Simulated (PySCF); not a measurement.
**Distorted geometries of Sm2S3**

Sm2S3 (singlet in the valence; each metal's 4f electrons, 5 of them, lie in its core potential, out of spins and levels). PySCF 2.14.0, RKS r2SCAN, Sm lcecp-1-SVP with ECP51, S def2-SVP; non-relativistic Hamiltonian with scalar-relativistic core potentials where named; density fitting; no spin-orbit coupling. Relaxed geometry:

```xyz
5

Sm    0.0000    0.0000    1.5943
Sm    0.0000    0.0000   -1.5943
S     2.0610    0.0000    0.0000
S    -1.0305    1.7849    0.0000
S    -1.0305   -1.7848    0.0000
```

**Question.** Order these distorted geometries by energy above the relaxed one, lowest first.
A.
```xyz
5

Sm    0.0213    0.1788    1.7484
Sm   -0.1567   -0.1548   -1.6952
S     2.2093    0.1136   -0.2381
S    -1.0469    1.6044    0.1035
S    -1.0270   -1.7420    0.0814
```
B.
```xyz
5

Sm    0.0019    0.0044    1.6179
Sm    0.0059    0.0202   -1.5861
S     2.0277   -0.0521   -0.0267
S    -1.0188    1.8306   -0.0138
S    -1.0167   -1.8031    0.0087
```
C.
```xyz
5

Sm    0.2854    0.1536    1.5344
Sm    0.0057   -0.0877   -1.4984
S     2.2340   -0.1323   -0.2472
S    -1.1286    1.9008   -0.0895
S    -1.3965   -1.8344    0.3007
```

**Answer.** B (0.03 eV), A (0.87 eV), C (0.99 eV).

**Question.** Which forces (eV/Å) act in the one that lies 0.99 eV up?

**Answer.** 
```
Sm  -1.47 -0.38 -0.22
Sm  -1.83 -0.46 -0.51
S   -0.34  0.11  0.58
S    1.47 -1.16  0.29
S    2.17  1.89 -0.14
```
Forces carry noise of the integration grid, about 0.01 to 0.03 eV/Å.

No frequency check is given that shows the relaxed geometry to be a minimum. An lcecp potential fixes the number of 4f electrons, so in runs with it no electron can move into or out of that shell.
